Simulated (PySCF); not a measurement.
# Radial density of Ge+ (germanium, charge +1)

UHF, [Ar] 3d10 4s2 4p1, 2P determinant. Computed with PySCF 2.14 in def2-SVP, with the non-relativistic Hamiltonian (point nucleus).

```
r (bohr)  4πr²ρ (e/bohr)  4πr²(ρα − ρβ)
0.000879          0.2024         0.0000
 0.00148          0.5593         0.0000
 0.00249           1.494         0.0000
 0.00418           3.771         0.0000
 0.00703           8.918         0.0000
  0.0118           18.56         0.0001
  0.0199           31.63         0.0005
  0.0335           38.92         0.0029
  0.0563           33.22         0.0108
  0.0947           35.23         0.0226
   0.159           45.27         0.0096
   0.268           26.32        -0.0106
   0.451           27.44         0.0392
   0.758           19.84        -0.0054
    1.28           4.297         0.1801
    2.14           1.666         0.4684
    3.61          0.3344         0.1663
    6.07         0.01311         0.0110
```

Question: Where is the radial spin density 4πr²(ρα − ρβ) most negative, and why is it negative at all?

Answer: Around r = 0.268 bohr, down to -0.0106 e/bohr: exchange with the open shell polarises the paired shells in an unrestricted calculation.
